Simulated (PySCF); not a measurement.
NO₂, SMILES [O-]N=O, charge -1.

The structure is a stationary point at PBE-D3(BJ)/def2-TZVPD.

The numbers are results of PBE-D3(BJ)/def2-TZVPD (PySCF), not measurements.

Frequencies are harmonic and unscaled.

```
mode  ν (cm⁻¹)  IR (km/mol)  moving atoms (share of kinetic energy)
----  --------  -----------  --------------------------------------
1          764          0.0                          O 81 %, N 19 %
2         1216        718.6                          N 62 %, O 38 %
3         1267          0.8                          N 50 %, O 50 %
```
